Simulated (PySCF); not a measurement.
**Dipole response of As (arsenic, neutral)**

[Ar] 3d10 4s2 4p3, high-spin 4S determinant. Computed with PySCF 2.14 in dyall-av3z (24s17p11d2f, 144 functions), with scalar relativity by spin-free X2C-1e. Coupled (time-dependent) response in atomic units; α is the mean over directions.

```csv
method,mean α (bohr³),C₆ (like pair),S(−4)
PW91,32.94,279.2,365.7
```

S(−4) is the Cauchy moment in α(ω) = α(0) + S(−4) ω² + …

Reference α: 30 ± 1 bohr³ (recommended; Schwerdtfeger and Nagle, table of static dipole polarizabilities (2023 update)). Published C₆: 246.0 (Chu and Dalgarno (2004); Tang, Norbeck and Certain (1976)).

α(iu) at PW91:

```json
{"u (hartree)": "0", "α(iu) (bohr³)": "32.94"}
{"u (hartree)": "0.0500", "α(iu) (bohr³)": "32.06"}
{"u (hartree)": "0.100", "α(iu) (bohr³)": "29.78"}
{"u (hartree)": "0.200", "α(iu) (bohr³)": "23.71"}
{"u (hartree)": "0.300", "α(iu) (bohr³)": "18.23"}
{"u (hartree)": "0.500", "α(iu) (bohr³)": "11.03"}
{"u (hartree)": "0.750", "α(iu) (bohr³)": "6.517"}
{"u (hartree)": "1.00", "α(iu) (bohr³)": "4.262"}
{"u (hartree)": "1.50", "α(iu) (bohr³)": "2.240"}
{"u (hartree)": "2.00", "α(iu) (bohr³)": "1.394"}
{"u (hartree)": "3.00", "α(iu) (bohr³)": "0.7049"}
{"u (hartree)": "5.00", "α(iu) (bohr³)": "0.2930"}
```

A single London oscillator, α(iu) = α/(1 + u²/ω²), gives C₆ = (3/4) ω α². Matching the computed C₆ needs ω = 4 × 279.2 / (3 × 32.94²) = 0.343 hartree.
